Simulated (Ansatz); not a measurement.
Gas-phase electronic energies from Ansatz, PBE0-D4/def2-TZVP geometries. CBS: MP2 limit from def2 TZ/QZ plus the TZ coupled-cluster correction, frozen cores. DFT in def2-TZVPP. B3LYP here is the variant with VWN-RPA as its local correlation; programs differ in this. For Se outer-core shells are correlated without core-valence functions, which leaves a few kJ/mol of doubt a bond. Scalar relativity is left out up to krypton. Each species was taken in one conformer, which may not be the lowest.

`C=C[SiH2]S[SiH](F)F` + `F[Si](F)(F)[SeH]` → `C=C[Se][Si](F)(F)F` + `F[SiH](F)S[SiH3]`  (substitution at a C–Si bond)

| level | ΔE (kJ/mol) |
| --- | --- |
| r2SCAN-D4 | 50.0 |
| ωB97M-V | 50.7 |
| B3LYP | 47.2 |
| HF/CBS(def2) | 51.3 |

Question: What does CCSD(T)/CBS give? (Best estimate.)

Answer: The calculation gave: +49.4 kJ/mol. The listed levels differ from it by 0.6, 1.3, -2.2, 1.9 kJ/mol.

Largest T1 diagnostic among the species: 0.012.

In def2-TZVPP, CCSD(T) changes the Hartree–Fock value by −3.5 kJ/mol (the triples alone add −1.1 kJ/mol) and MP2 by −4.8 kJ/mol.
